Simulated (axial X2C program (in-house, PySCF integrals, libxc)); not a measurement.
**LiNi⁻ along the bond: PBE0, with spin–orbit coupling**

Calculated with an in-house all-electron X2C program for linear molecules (integrals from PySCF). Two-component (2c) means X2C with spin–orbit coupling and atomic mean-field two-electron Coulomb and Gaunt terms. Basis: Ni dyall-acv3z [10s10p7d4f2g], Li dyall-av3z [9s9p3d] (cores contracted in-house); Gaussian nuclei, density fitting, unrestricted open shells. Masses: Ni 57.935 u, Li 7.016 u.

State: Ω = 3 (⟨Sz⟩ = 1.00, ⟨Lz⟩ = 2.00 at PBE0). Dipoles are positive if Li is the positive end and refer to the centre of mass.

```tsv
R (Å)	μ (D)	HOMO (eV)	LUMO (eV)
2.130	-13.049	0.55	1.20
2.228	-12.211	0.55	1.23
2.301	-11.689	0.54	1.25
2.375	-11.225	0.53	1.27
2.448	-10.815	0.51	1.28
2.534	-10.372	0.49	1.29
2.619	-9.978	0.47	1.30
2.729	-9.526	0.43	1.31
2.864	-9.040	0.39	1.32
3.060	-8.447	0.31	1.33
```

Q: The minimum lies at 2.445 Å. What is the dipole moment there?

A: At PBE0, 2c, with the sign and origin stated: μ = -10.83 D.

Occupations by symmetry block were frozen at the best pattern of an incomplete PBE0 search. Density functionals use the spin component along the axis (collinear). Without a current term, density functionals place determinants with orbital angular momentum somewhat too high. With several unpaired electrons one determinant need not be a pure state. A state of lower Ω lies just above, and one determinant can place such states too high, so the state shown need not be the lowest. The search has Ω = 2 only 0.01 eV up. The highest occupied level of some functionals is positive through self-interaction error; at Hartree–Fock it is bound. The lowest spin-free determinant has another configuration (M_S = 1, Λ = 1), so the order of states is uncertain and this need not be the ground state. The LUMO of an anion is an unbound level whose energy the basis sets.
